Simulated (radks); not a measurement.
Values are calculated unless marked as measured or tabulated.
All-electron atom: the nitrogen ion N+ in [He] 2s2 2p1 7f1 (not the ground configuration).

Level of theory: Dirac Kohn-Sham, PBEsol, spin-unpolarised, spherical densities, finite nucleus; open shells fill j = l - 1/2 first; Fermi nuclear charge, rms radius 2.5582 fm (a radial shooting solver on a logarithmic mesh with Libxc functionals).

Energy parts (hartree):
| part | energy |
|---|---|
| total | -52.73395 |
| kinetic | 52.66064 |
| electron-nucleus | -118.41504 |
| Hartree | 18.53574 |
| exchange-correlation | -5.51529 |

Orbitals (lengths in bohr, moments of r in powers of bohr; <r^-3> diverges for s and p1/2):
[
 {"orbital": "1s1/2", "occ.": "2", "eigenvalue (hartree)": "-15.47073", "<r>": "0.2299", "<r^-3>": "-", "<1/r>": "6.631", "small-component weight": "5.85e-04"},
 {"orbital": "2s1/2", "occ.": "2", "eigenvalue (hartree)": "-1.75648", "<r>": "1.173", "<r^-3>": "-", "<1/r>": "1.235", "small-component weight": "7.99e-05"},
 {"orbital": "2p1/2", "occ.": "1", "eigenvalue (hartree)": "-1.33103", "<r>": "1.139", "<r^-3>": "-", "<1/r>": "1.141", "small-component weight": "6.98e-05"},
 {"orbital": "2p3/2", "occ.": "0", "eigenvalue (hartree)": "-1.32994", "<r>": "1.140", "<r^-3>": "4.682", "<1/r>": "1.140", "small-component weight": "6.97e-05"},
 {"orbital": "7f5/2", "occ.": "1", "eigenvalue (hartree)": "-0.03584", "<r>": "32.36", "<r^-3>": "0.0007200", "<1/r>": "0.04292", "small-component weight": "1.21e-06"},
 {"orbital": "7f7/2", "occ.": "0", "eigenvalue (hartree)": "-0.03584", "<r>": "32.36", "<r^-3>": "0.0007200", "<1/r>": "0.04292", "small-component weight": "1.21e-06"}
]

The highest occupied level is 7f5/2 at -0.975 eV. The configuration is held as typed, so some empty levels lie below it. The density falls to 0.001 e/bohr^3 at r = 2.70 bohr.
